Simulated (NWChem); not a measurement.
System: C2H5S, doublet; SMILES CC[S]

```xyz
8

C      0.3854    -1.5904     0.0000
C     -0.6106    -0.4344     0.0000
S      0.0989     1.2261     0.0000
H      1.0389    -1.5500     0.8940
H     -0.1420    -2.5676     0.0000
H      1.0389    -1.5500    -0.8940
H     -1.2969    -0.4796     0.8781
H     -1.2969    -0.4796    -0.8781
```
Atoms are numbered in this order, from 1.

Level: PBE-D3(BJ)/def2-SVP, spin-unrestricted (NWChem), optimised geometry, unscaled harmonic frequencies. In the optimisation the excess spin sits in a" (Cs, its own frame).

| frequency (cm⁻¹) | IR intensity (km/mol) |
|---|---|
| 217 | 0.0 |
| 327 | 1.6 |
| 475 | 7.2 |
| 669 | 1.5 |
| 863 | 1.4 |
| 953 | 3.5 |
| 1046 | 1.1 |
| 1189 | 0.0 |
| 1208 | 9.8 |
| 1335 | 10.7 |
| 1351 | 13.5 |
| 1409 | 7.9 |
| 1419 | 3.9 |
| 2937 | 9.8 |
| 2965 | 1.1 |
| 2971 | 22.4 |
| 3061 | 13.7 |
| 3077 | 11.2 |

```
Item                                                                                                 Result
-----------------------------------------------------------------------------------------  ----------------
zero-point energy                                                                             39.3 kcal/mol
thermal correction to the enthalpy at 298.15 K (with zero-point energy)                       42.6 kcal/mol
heat capacity Cv                                                                           13.8 cal/(mol K)
entropy at 298.15 K and 1 atm (symmetry number 1, electronic part: spin degeneracy alone)  67.9 cal/(mol K)
dipole moment                                                                                        1.66 D
```

Rigid rotor and harmonic oscillator.
